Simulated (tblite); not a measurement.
Compound: CH9B3N4.
Numbering: `[CH3:1][NH:2][B:3]1[NH:4][BH:5][NH:6][BH:7][NH:8]1` (hydrogens: H9, H10, H11 on C1; H12 on N2; H13 on N4; H14 on B5; H15 on N6; H16 on B7; H17 on N8)

Computed with GFN2-xTB (tblite), gas phase: Langevin dynamics at 600 K from the optimised GFN2-xTB geometry, time step 0.5 fs, friction 0.01 fs⁻¹, 2000 steps. The instantaneous temperature is 2·E(kin)/(3Nk) with all 3N coordinates.

```json
{"t (fs)": "0", "T (K)": "518", "E(pot) above start (eV)": "0.000", "C1–N2 (Å)": "1.441", "N2–B3 (Å)": "1.413", "B3–N4 (Å)": "1.431", "N4–B5 (Å)": "1.411", "B5–N6 (Å)": "1.419", "C1–H9 (Å)": "1.096", "C1–N2–B3–N4 (°)": "0"}
{"t (fs)": "25", "T (K)": "387", "E(pot) above start (eV)": "0.637", "C1–N2 (Å)": "1.459", "N2–B3 (Å)": "1.436", "B3–N4 (Å)": "1.436", "N4–B5 (Å)": "1.460", "B5–N6 (Å)": "1.416", "C1–H9 (Å)": "1.173", "C1–N2–B3–N4 (°)": "2"}
{"t (fs)": "50", "T (K)": "470", "E(pot) above start (eV)": "0.960", "C1–N2 (Å)": "1.476", "N2–B3 (Å)": "1.457", "B3–N4 (Å)": "1.454", "N4–B5 (Å)": "1.444", "B5–N6 (Å)": "1.396", "C1–H9 (Å)": "1.216", "C1–N2–B3–N4 (°)": "4"}
{"t (fs)": "75", "T (K)": "501", "E(pot) above start (eV)": "1.137", "C1–N2 (Å)": "1.443", "N2–B3 (Å)": "1.474", "B3–N4 (Å)": "1.434", "N4–B5 (Å)": "1.433", "B5–N6 (Å)": "1.349", "C1–H9 (Å)": "1.152", "C1–N2–B3–N4 (°)": "-30"}
{"t (fs)": "100", "T (K)": "398", "E(pot) above start (eV)": "0.875", "C1–N2 (Å)": "1.428", "N2–B3 (Å)": "1.430", "B3–N4 (Å)": "1.478", "N4–B5 (Å)": "1.399", "B5–N6 (Å)": "1.421", "C1–H9 (Å)": "1.007", "C1–N2–B3–N4 (°)": "-8"}
{"t (fs)": "125", "T (K)": "450", "E(pot) above start (eV)": "1.111", "C1–N2 (Å)": "1.453", "N2–B3 (Å)": "1.421", "B3–N4 (Å)": "1.572", "N4–B5 (Å)": "1.418", "B5–N6 (Å)": "1.417", "C1–H9 (Å)": "1.044", "C1–N2–B3–N4 (°)": "-16"}
{"t (fs)": "150", "T (K)": "468", "E(pot) above start (eV)": "0.752", "C1–N2 (Å)": "1.475", "N2–B3 (Å)": "1.411", "B3–N4 (Å)": "1.436", "N4–B5 (Å)": "1.425", "B5–N6 (Å)": "1.398", "C1–H9 (Å)": "1.099", "C1–N2–B3–N4 (°)": "-7"}
{"t (fs)": "175", "T (K)": "495", "E(pot) above start (eV)": "0.880", "C1–N2 (Å)": "1.469", "N2–B3 (Å)": "1.342", "B3–N4 (Å)": "1.481", "N4–B5 (Å)": "1.418", "B5–N6 (Å)": "1.431", "C1–H9 (Å)": "1.111", "C1–N2–B3–N4 (°)": "2"}
{"t (fs)": "200", "T (K)": "440", "E(pot) above start (eV)": "0.929", "C1–N2 (Å)": "1.513", "N2–B3 (Å)": "1.365", "B3–N4 (Å)": "1.457", "N4–B5 (Å)": "1.429", "B5–N6 (Å)": "1.390", "C1–H9 (Å)": "1.075", "C1–N2–B3–N4 (°)": "1"}
{"t (fs)": "225", "T (K)": "411", "E(pot) above start (eV)": "1.098", "C1–N2 (Å)": "1.540", "N2–B3 (Å)": "1.368", "B3–N4 (Å)": "1.438", "N4–B5 (Å)": "1.460", "B5–N6 (Å)": "1.386", "C1–H9 (Å)": "1.089", "C1–N2–B3–N4 (°)": "15"}
{"t (fs)": "250", "T (K)": "589", "E(pot) above start (eV)": "0.922", "C1–N2 (Å)": "1.507", "N2–B3 (Å)": "1.387", "B3–N4 (Å)": "1.429", "N4–B5 (Å)": "1.426", "B5–N6 (Å)": "1.469", "C1–H9 (Å)": "1.079", "C1–N2–B3–N4 (°)": "-10"}
{"t (fs)": "275", "T (K)": "509", "E(pot) above start (eV)": "0.803", "C1–N2 (Å)": "1.468", "N2–B3 (Å)": "1.382", "B3–N4 (Å)": "1.421", "N4–B5 (Å)": "1.399", "B5–N6 (Å)": "1.452", "C1–H9 (Å)": "1.103", "C1–N2–B3–N4 (°)": "-5"}
{"t (fs)": "300", "T (K)": "456", "E(pot) above start (eV)": "1.031", "C1–N2 (Å)": "1.470", "N2–B3 (Å)": "1.480", "B3–N4 (Å)": "1.452", "N4–B5 (Å)": "1.443", "B5–N6 (Å)": "1.383", "C1–H9 (Å)": "1.102", "C1–N2–B3–N4 (°)": "0"}
{"t (fs)": "325", "T (K)": "442", "E(pot) above start (eV)": "1.286", "C1–N2 (Å)": "1.403", "N2–B3 (Å)": "1.429", "B3–N4 (Å)": "1.381", "N4–B5 (Å)": "1.489", "B5–N6 (Å)": "1.412", "C1–H9 (Å)": "1.114", "C1–N2–B3–N4 (°)": "12"}
{"t (fs)": "350", "T (K)": "468", "E(pot) above start (eV)": "1.603", "C1–N2 (Å)": "1.433", "N2–B3 (Å)": "1.524", "B3–N4 (Å)": "1.406", "N4–B5 (Å)": "1.487", "B5–N6 (Å)": "1.430", "C1–H9 (Å)": "1.085", "C1–N2–B3–N4 (°)": "25"}
{"t (fs)": "375", "T (K)": "622", "E(pot) above start (eV)": "1.183", "C1–N2 (Å)": "1.436", "N2–B3 (Å)": "1.474", "B3–N4 (Å)": "1.403", "N4–B5 (Å)": "1.356", "B5–N6 (Å)": "1.379", "C1–H9 (Å)": "1.146", "C1–N2–B3–N4 (°)": "-1"}
{"t (fs)": "400", "T (K)": "416", "E(pot) above start (eV)": "1.271", "C1–N2 (Å)": "1.454", "N2–B3 (Å)": "1.485", "B3–N4 (Å)": "1.494", "N4–B5 (Å)": "1.343", "B5–N6 (Å)": "1.356", "C1–H9 (Å)": "1.099", "C1–N2–B3–N4 (°)": "11"}
{"t (fs)": "425", "T (K)": "707", "E(pot) above start (eV)": "0.946", "C1–N2 (Å)": "1.408", "N2–B3 (Å)": "1.400", "B3–N4 (Å)": "1.474", "N4–B5 (Å)": "1.390", "B5–N6 (Å)": "1.408", "C1–H9 (Å)": "1.041", "C1–N2–B3–N4 (°)": "14"}
{"t (fs)": "450", "T (K)": "478", "E(pot) above start (eV)": "1.257", "C1–N2 (Å)": "1.413", "N2–B3 (Å)": "1.367", "B3–N4 (Å)": "1.537", "N4–B5 (Å)": "1.409", "B5–N6 (Å)": "1.514", "C1–H9 (Å)": "1.070", "C1–N2–B3–N4 (°)": "0"}
{"t (fs)": "475", "T (K)": "707", "E(pot) above start (eV)": "1.136", "C1–N2 (Å)": "1.443", "N2–B3 (Å)": "1.384", "B3–N4 (Å)": "1.471", "N4–B5 (Å)": "1.425", "B5–N6 (Å)": "1.452", "C1–H9 (Å)": "1.159", "C1–N2–B3–N4 (°)": "16"}
{"t (fs)": "500", "T (K)": "638", "E(pot) above start (eV)": "1.269", "C1–N2 (Å)": "1.493", "N2–B3 (Å)": "1.432", "B3–N4 (Å)": "1.451", "N4–B5 (Å)": "1.383", "B5–N6 (Å)": "1.406", "C1–H9 (Å)": "1.161", "C1–N2–B3–N4 (°)": "9"}
{"t (fs)": "525", "T (K)": "590", "E(pot) above start (eV)": "1.373", "C1–N2 (Å)": "1.416", "N2–B3 (Å)": "1.444", "B3–N4 (Å)": "1.516", "N4–B5 (Å)": "1.392", "B5–N6 (Å)": "1.438", "C1–H9 (Å)": "1.135", "C1–N2–B3–N4 (°)": "-20"}
{"t (fs)": "550", "T (K)": "667", "E(pot) above start (eV)": "1.167", "C1–N2 (Å)": "1.417", "N2–B3 (Å)": "1.402", "B3–N4 (Å)": "1.396", "N4–B5 (Å)": "1.364", "B5–N6 (Å)": "1.405", "C1–H9 (Å)": "1.131", "C1–N2–B3–N4 (°)": "-37"}
{"t (fs)": "575", "T (K)": "559", "E(pot) above start (eV)": "1.269", "C1–N2 (Å)": "1.500", "N2–B3 (Å)": "1.478", "B3–N4 (Å)": "1.423", "N4–B5 (Å)": "1.410", "B5–N6 (Å)": "1.478", "C1–H9 (Å)": "1.112", "C1–N2–B3–N4 (°)": "-35"}
{"t (fs)": "600", "T (K)": "658", "E(pot) above start (eV)": "0.715", "C1–N2 (Å)": "1.469", "N2–B3 (Å)": "1.450", "B3–N4 (Å)": "1.394", "N4–B5 (Å)": "1.417", "B5–N6 (Å)": "1.491", "C1–H9 (Å)": "1.060", "C1–N2–B3–N4 (°)": "0"}
{"t (fs)": "625", "T (K)": "594", "E(pot) above start (eV)": "0.877", "C1–N2 (Å)": "1.412", "N2–B3 (Å)": "1.424", "B3–N4 (Å)": "1.416", "N4–B5 (Å)": "1.387", "B5–N6 (Å)": "1.411", "C1–H9 (Å)": "1.108", "C1–N2–B3–N4 (°)": "-2"}
{"t (fs)": "650", "T (K)": "649", "E(pot) above start (eV)": "0.991", "C1–N2 (Å)": "1.425", "N2–B3 (Å)": "1.431", "B3–N4 (Å)": "1.403", "N4–B5 (Å)": "1.401", "B5–N6 (Å)": "1.465", "C1–H9 (Å)": "1.100", "C1–N2–B3–N4 (°)": "28"}
{"t (fs)": "675", "T (K)": "496", "E(pot) above start (eV)": "1.402", "C1–N2 (Å)": "1.480", "N2–B3 (Å)": "1.456", "B3–N4 (Å)": "1.453", "N4–B5 (Å)": "1.473", "B5–N6 (Å)": "1.494", "C1–H9 (Å)": "1.094", "C1–N2–B3–N4 (°)": "29"}
{"t (fs)": "700", "T (K)": "507", "E(pot) above start (eV)": "1.422", "C1–N2 (Å)": "1.479", "N2–B3 (Å)": "1.410", "B3–N4 (Å)": "1.433", "N4–B5 (Å)": "1.431", "B5–N6 (Å)": "1.433", "C1–H9 (Å)": "1.065", "C1–N2–B3–N4 (°)": "19"}
{"t (fs)": "725", "T (K)": "649", "E(pot) above start (eV)": "1.220", "C1–N2 (Å)": "1.499", "N2–B3 (Å)": "1.372", "B3–N4 (Å)": "1.457", "N4–B5 (Å)": "1.440", "B5–N6 (Å)": "1.455", "C1–H9 (Å)": "1.064", "C1–N2–B3–N4 (°)": "18"}
{"t (fs)": "750", "T (K)": "524", "E(pot) above start (eV)": "1.613", "C1–N2 (Å)": "1.438", "N2–B3 (Å)": "1.331", "B3–N4 (Å)": "1.426", "N4–B5 (Å)": "1.487", "B5–N6 (Å)": "1.419", "C1–H9 (Å)": "1.098", "C1–N2–B3–N4 (°)": "12"}
{"t (fs)": "775", "T (K)": "549", "E(pot) above start (eV)": "1.492", "C1–N2 (Å)": "1.515", "N2–B3 (Å)": "1.383", "B3–N4 (Å)": "1.441", "N4–B5 (Å)": "1.480", "B5–N6 (Å)": "1.451", "C1–H9 (Å)": "1.117", "C1–N2–B3–N4 (°)": "35"}
{"t (fs)": "800", "T (K)": "828", "E(pot) above start (eV)": "1.259", "C1–N2 (Å)": "1.517", "N2–B3 (Å)": "1.368", "B3–N4 (Å)": "1.423", "N4–B5 (Å)": "1.464", "B5–N6 (Å)": "1.422", "C1–H9 (Å)": "1.072", "C1–N2–B3–N4 (°)": "15"}
{"t (fs)": "825", "T (K)": "757", "E(pot) above start (eV)": "1.179", "C1–N2 (Å)": "1.492", "N2–B3 (Å)": "1.372", "B3–N4 (Å)": "1.443", "N4–B5 (Å)": "1.409", "B5–N6 (Å)": "1.438", "C1–H9 (Å)": "1.074", "C1–N2–B3–N4 (°)": "-17"}
{"t (fs)": "850", "T (K)": "733", "E(pot) above start (eV)": "1.191", "C1–N2 (Å)": "1.442", "N2–B3 (Å)": "1.401", "B3–N4 (Å)": "1.510", "N4–B5 (Å)": "1.475", "B5–N6 (Å)": "1.481", "C1–H9 (Å)": "1.121", "C1–N2–B3–N4 (°)": "-4"}
{"t (fs)": "875", "T (K)": "695", "E(pot) above start (eV)": "1.498", "C1–N2 (Å)": "1.422", "N2–B3 (Å)": "1.398", "B3–N4 (Å)": "1.384", "N4–B5 (Å)": "1.437", "B5–N6 (Å)": "1.427", "C1–H9 (Å)": "1.182", "C1–N2–B3–N4 (°)": "-46"}
{"t (fs)": "900", "T (K)": "814", "E(pot) above start (eV)": "1.625", "C1–N2 (Å)": "1.459", "N2–B3 (Å)": "1.471", "B3–N4 (Å)": "1.424", "N4–B5 (Å)": "1.401", "B5–N6 (Å)": "1.374", "C1–H9 (Å)": "1.185", "C1–N2–B3–N4 (°)": "5"}
{"t (fs)": "925", "T (K)": "676", "E(pot) above start (eV)": "1.395", "C1–N2 (Å)": "1.473", "N2–B3 (Å)": "1.455", "B3–N4 (Å)": "1.416", "N4–B5 (Å)": "1.371", "B5–N6 (Å)": "1.387", "C1–H9 (Å)": "1.176", "C1–N2–B3–N4 (°)": "12"}
{"t (fs)": "950", "T (K)": "690", "E(pot) above start (eV)": "1.370", "C1–N2 (Å)": "1.513", "N2–B3 (Å)": "1.483", "B3–N4 (Å)": "1.393", "N4–B5 (Å)": "1.385", "B5–N6 (Å)": "1.462", "C1–H9 (Å)": "1.045", "C1–N2–B3–N4 (°)": "34"}
{"t (fs)": "975", "T (K)": "547", "E(pot) above start (eV)": "1.397", "C1–N2 (Å)": "1.482", "N2–B3 (Å)": "1.485", "B3–N4 (Å)": "1.398", "N4–B5 (Å)": "1.383", "B5–N6 (Å)": "1.422", "C1–H9 (Å)": "1.020", "C1–N2–B3–N4 (°)": "22"}
{"t (fs)": "1000", "T (K)": "616", "E(pot) above start (eV)": "1.333", "C1–N2 (Å)": "1.470", "N2–B3 (Å)": "1.441", "B3–N4 (Å)": "1.383", "N4–B5 (Å)": "1.360", "B5–N6 (Å)": "1.401", "C1–H9 (Å)": "1.072", "C1–N2–B3–N4 (°)": "0"}
```

Q: From 500 fs on, how do temperature and potential energy compare with equipartition?

A: The mean temperature of these 21 frames is 640 K against the target 600 K, and the mean potential energy 1.29 eV against 45 × kT/2 = 1.16 eV for 45 classical harmonic modes. For 17 atoms in a canonical ensemble the temperature itself scatters by T·√(2/(3N)) = 119 K; here its standard deviation is 92 K. The whole run lasts only 10 friction times of 100 fs, so these averages carry a wide statistical error.

Q: What are the kinetic and total energies of the listed frame with the highest potential energy?

A: The one at 900 fs, 1.625 eV above the start. Its kinetic energy is 3NkT/2 = 1.789 eV at 814 K, so the sum is 3.41 eV; over the listed frames the sum runs from 1.14 to 3.41 eV, since the thermostat adds and removes energy.

Q: How much do the listed bonds fluctuate from 500 fs on?

A: 
| bond | at the start (Å) | mean (Å) | standard deviation (Å) |
| --- | --- | --- | --- |
| C1–N2 | 1.441 | 1.467 | 0.034 |
| N2–B3 | 1.413 | 1.423 | 0.042 |
| B3–N4 | 1.431 | 1.428 | 0.035 |
| N4–B5 | 1.411 | 1.417 | 0.039 |
| B5–N6 | 1.419 | 1.436 | 0.033 |
| C1–H9 | 1.096 | 1.104 | 0.045 |

The motion is classical and holds no zero-point motion.

What follows is the cost of the whole dynamics run. Hardware: Intel Xeon Platinum 8259CL at 2.50 GHz, one thread, no GPU, shared host. Cost: 18 s wall, 0.18 GiB resident at most.
